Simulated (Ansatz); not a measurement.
Coupled-cluster diagnostics for ZrO2⁻, Ansatz.

Geometry of the doublet (PBE-D4/def2-TZVPD):

```xyz
3

Zr    0.259    0.075   -0.656
O     0.923    0.855    0.846
O    -1.182   -0.931   -0.190
```

In the def2 sets Zr takes a core potential; there is no spin–orbit coupling. Correlated methods freeze 2 core orbitals; core or outer-core shells of Zr are correlated, in sets that lack core-valence functions. In CCSD on the charge -1 quartet the largest single amplitude is 0.29, so its Hartree–Fock determinant may place the open shell otherwise than the density functionals do. The structure comes from a short search, and lower isomers may exist.

Geometry of the charge -1 quartet (PBE-D4/def2-TZVPD):

```csv
atom,x (Å),y (Å),z (Å)
Zr1,-0.444,0.496,-0.172
O2,1.187,0.220,-1.059
O3,-0.743,-0.716,1.230
```

Task: Estimate the CCSD(T) correlation energy, the shares of MP2 and (T), T1 and the reference's ⟨S²⟩ for: charge -1, doublet, own geometry in def2-TZVPPD; charge -1, quartet, own geometry in def2-TZVPPD; charge 0, singlet, vertical in def2-TZVPPD; and the rough time on 4 threads of Arm Neoverse N1 on a shared host.

Result: 
| state | basis | correlation (eV) | MP2 share (%) | (T) share (%) | T1 | ⟨S²⟩ (pure) | wall time | remarks |
| --- | --- | --- | --- | --- | --- | --- | --- | --- |
| charge -1, doublet, own geometry | def2-TZVPPD | -23.783 | 98.7 | 5.6 | 0.034 | 0.76 (0.75) | 21 s | – |
| charge -1, quartet, own geometry | def2-TZVPPD | -22.261 | 94.6 | 5.6 | 0.065 | 3.77 (3.75) | 43 s | large T1 (0.065) |
| charge 0, singlet, vertical | def2-TZVPPD | -23.838 | 99.6 | 6.0 | 0.031 | 0.00 (0.00) | 5.5 s | test for broken spin undecided |
Customary marks for T1 are 0.02 (closed shells), 0.045 (open shells) and about 0.05 (3d metals). T1 exceeds 0.02 in 3 of 3 rows and 0.045 in 1; the higher it lies, the less the single-reference result can be trusted.
